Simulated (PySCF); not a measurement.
## C4H11ClSi2: core ionisation energies

Species: C4H11ClSi2.
SMILES with atom numbers: `[CH3:1][Si:2]1([CH2:3][Cl:4])[CH2:5][SiH2:6][CH2:7]1`

The calculation used delta-SCF UKS SCAN, pcX-2 on the ionised atom, pcseg-1 elsewhere, spin-free X2C in PySCF 2.14.0. These are vertical core ionisation energies against the vacuum level, from separate self-consistent calculations with and without the core hole.

Task: List the computed XPS lines with their assignment.

Result: 
| atom(s) | bonded to | level | binding energy (eV) | 2p1/2 (eV) | above the level's lowest (eV) | count |
| --- | --- | --- | --- | --- | --- | --- |
| C1 | 3 H and Si | C 1s | 290.21 | – | +0.92 | 1 |
| Si2 | 4 C | Si 2p3/2 | 106.20 | 106.83 | 0.00 | 1 |
| Si2 | 4 C | Si 1s | 1846.03 | – | 0.00 | 1 |
| C3 | Cl, 2 H and Si | C 1s | 291.48 | – | +2.19 | 1 |
| Cl4 | C | Cl 2p3/2 | 205.72 | 207.38 | 0.00 | 1 |
| Cl4 | C | Cl 1s | 2828.34 | – | 0.00 | 1 |
| C5/C7 | 2 H and 2 Si | C 1s | 289.29 | – | 0.00 | 2 |
| Si6 | 2 C and 2 H | Si 2p3/2 | 106.25 | 106.87 | +0.05 | 1 |
| Si6 | 2 C and 2 H | Si 1s | 1846.04 | – | +0.01 | 1 |

Lowest listed C 1s: C5/C7, bonded to 2 H and 2 Si. Highest, 2.19 eV above it: C3, bonded to Cl, 2 H and Si. Summing the Pauling electronegativity differences to the bonded atoms, each weighted by its formal bond order, gives -2.00 for the lowest site and -0.74 for the highest; no listed site has a larger sum than the highest.

The 2 Si 1s values lie within 0.01 eV of each other; Gaussian lines of 0.5 eV full width would blend them into one maximum.

The 2 Si 2p3/2 values lie within 0.05 eV of each other.

Task: Give the binding energy of Cl 1s of Cl4 in hartree and in kJ/mol.

Result: 2828.34 eV = 103.9396 Eh = 272893 kJ/mol.

The first atom of each set that the bonding makes equivalent was ionised and stands for the set. The 2p values add to the ΔSCF energy of one spin-free hole a correction within the shell (spin–orbit coupling, ligand field). 2p1/2 minus 2p3/2 (ligand field included): Si 0.62 eV, Cl 1.65 eV. Isolated species at its PBE0-D3(BJ)/def2-SVP geometry (one conformer only).

Shape of the structure used: `[CH3:1][Si:2]1([CH2:3][Cl:4])[CH2:5][SiH2:6][CH2:7]1`: C1–Si2–C3–Cl4 179°.
